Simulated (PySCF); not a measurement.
## Simulated absorption spectrum

C3H2O4.
InChI=1S/C3H2O4/c4-2-1-6-3(5)7-2/h1,4H

Method used: PySCF 2.14.0, density-fitted response routines, TDDFT B3LYP/def2-SVPD, vertical, gas phase, core orbitals frozen in the response. Geometry: GFN2-xTB, one conformer, isolated molecule. Torsions of this conformer, `[O:1]=[c:2]1[o:3][cH:4][c:5]([OH:6])[o:7]1`: H–O6–C5–C4 0°.

Each state is given a Gaussian of 0.25 eV full width at half maximum, with ε(max) = 2.175×10⁸ f / Δν̃ (Δν̃ the width in cm⁻¹). The width is an assumption, not a result. The curve ends short of the highest state used, and states not computed would add to its high-energy end.

E (eV), ε (L mol⁻¹ cm⁻¹) and a bar:
```
     4.67          0 
     4.73          3 
     4.79         12 
     4.85         40 
     4.91         97 
     4.97        168 
     5.03        213 
     5.09        195 
     5.15        130 
     5.22         54 
     5.28         18 
     5.34          4 
     5.40          1 
     5.46          0 
     5.52          0 
     5.58          0 
     5.64          0 
     5.70          0 
     5.76          3 
     5.82         15 
     5.88         70 
     5.94        235 
     6.00        617 #
     6.07       1543 ###
     6.13       3131 ######
     6.19       5890 ###########
     6.25       9414 ##################
     6.31      12017 #######################
     6.37      12560 ########################
     6.43      12486 ########################
     6.49      13915 ##########################
     6.55      15935 ##############################
     6.61      15381 #############################
     6.67      11306 #####################
     6.73       6149 ############
     6.79       2475 #####
     6.86        600 #
     6.92        139 
     6.98         28 
     7.04          6 
     7.10          2 
     7.16          6 
     7.22         36 
     7.28        169
```

**Question.** Locate the maxima and give the states behind the curve.

**Answer.** 246 nm (5.04 eV), ε about 210, made up of S1 (100%); 195 nm (6.36 eV), ε about 13000, made up of S3 (87%) and S4 (12%) (hardly more than a shoulder); 189 nm (6.57 eV), ε about 16000, made up of S4 (95%) (ε in L mol⁻¹ cm⁻¹; maxima over ε = 5, shares over 10%). At its high-energy end, 7.28 eV, the curve is still rising (ε about 170, from S7). The states used: S1 5.04 eV (f 0.0020); S2 6.13 eV (f 0.010); S3 6.33 eV (f 0.105); S4 6.58 eV (f 0.143); S5 6.76 eV (f 0.0010); S6 7.11 eV (f 0.0000); S7 7.54 eV (f 0.035); S8 7.88 eV (f 0.012).

**Question.** On this curve, what absorbance would a 10⁻³ mol/L sample give at 193 nm over a 1 cm path?

**Answer.** 193 nm is 6.424 eV, where ε is about 12000 L mol⁻¹ cm⁻¹, so A = ε c l ≈ 12 (Beer–Lambert, with the gas-phase spectrum and the assumed width).

**Question.** Coming from long wavelengths, where does ε first pass 100 L mol⁻¹ cm⁻¹?

**Answer.** At about 252 nm (4.91 eV), 0.13 eV below S1.

**Question.** What would ε be at 6.57 eV, the highest of these maxima, with half the width (0.125 eV)?

**Answer.** About 29800 L mol⁻¹ cm⁻¹ against 16200, a factor of about 1.8; a lone state at its own centre would give exactly 2.

Hardware: an Arm Neoverse N1 with one thread (shared host). Cost: 34 s of wall time, 0.65 GiB resident at most.
